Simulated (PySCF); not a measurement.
Compound: cyclooctane, C8H16.
Bonds: C1–C2, C2–C3, C3–C4, C4–C5, C5–C6, C6–C7, C7–C8, C1–C8. Hydrogens: H9, H10 on C1; H11, H12 on C2; H13, H14 on C3; H15, H16 on C4; H17, H18 on C5; H19, H20 on C6; H21, H22 on C7; H23, H24 on C8.

The same species was optimised twice, with GFN2-xTB and with PBE0-D3(BJ)/def2-SVP (PySCF), and the same property calculations (PySCF, gas phase) were run on both structures.

| coordinate | GFN2-xTB | PBE0-D3(BJ)/def2-SVP | change |
| --- | --- | --- | --- |
| C1–C2 (Å) | 1.527 | 1.524 | -0.003 |
| C1–C8 (Å) | 1.527 | 1.524 | -0.003 |
| C3–C4 (Å) | 1.534 | 1.536 | +0.002 |
| C6–C7 (Å) | 1.534 | 1.536 | +0.002 |
| C4–C5 (Å) | 1.531 | 1.529 | -0.002 |
| C5–C6 (Å) | 1.531 | 1.529 | -0.002 |
| C2–C3 (Å) | 1.532 | 1.532 | 0.000 |
| C7–C8 (Å) | 1.532 | 1.532 | 0.000 |
| C4–C5–C6 (°) | 117.1 | 118.8 | +1.7 |
| C5–C6–C7 (°) | 114.6 | 116.0 | +1.4 |
| C3–C4–C5 (°) | 114.6 | 115.9 | +1.3 |
| C2–C1–C8 (°) | 116.4 | 117.4 | +1.0 |
| C6–C7–C8 (°) | 115.0 | 115.7 | +0.7 |
| C2–C3–C4 (°) | 115.0 | 115.7 | +0.7 |
| C1–C8–C7 (°) | 116.8 | 117.2 | +0.4 |
| C1–C2–C3 (°) | 116.7 | 117.2 | +0.5 |

Rotational constants: A = 2302, B = 2175, C = 1334 MHz (GFN2-xTB) against A = 2277, B = 2156, C = 1317 MHz (PBE0-D3(BJ)/def2-SVP). Point groups within 0.08 Å: Cs and Cs. Atoms that the bonding makes alike are paired by their places after alignment.

On the GFN2-xTB structure: HOMO (eV) -8.09 [PBE0/pcSseg-1]; LUMO (eV) 1.42 [PBE0/pcSseg-1]; dipole (D) 0.04 [PBE0/pcSseg-1]; GIAO shielding of C1 (×8) (mean) (ppm) 157.0 [PBE0/pcSseg-1].

**Question.** What do these properties become on the PBE0-D3(BJ)/def2-SVP structure?

**Answer.** 
```
                                    property          level  on GFN2-xTB  on PBE0-D3(BJ)/def2-SVP  change
                                   HOMO (eV)  PBE0/pcSseg-1        -8.09                    -8.09    0.00
                                   LUMO (eV)  PBE0/pcSseg-1         1.42                     1.35   -0.07
                                  dipole (D)  PBE0/pcSseg-1         0.04                     0.04    0.00
energy, GFN2-xTB geometry as zero (kcal/mol)  PBE0/pcSseg-1          0.0                     -0.8    -0.8
      GIAO shielding of C1 (×8) (mean) (ppm)  PBE0/pcSseg-1        157.0                    155.7    -1.3
```

The heavy atoms differ by 0.017 Å rms after alignment (one structure mirrored). Among bonds between heavy atoms C1–C2, C1–C8, C3–C4, C4–C5, C5–C6 and C6–C7 change most and about equally (-0.003 to +0.002 Å). Changes are differences of the printed values. Neither structure is proved a minimum here.
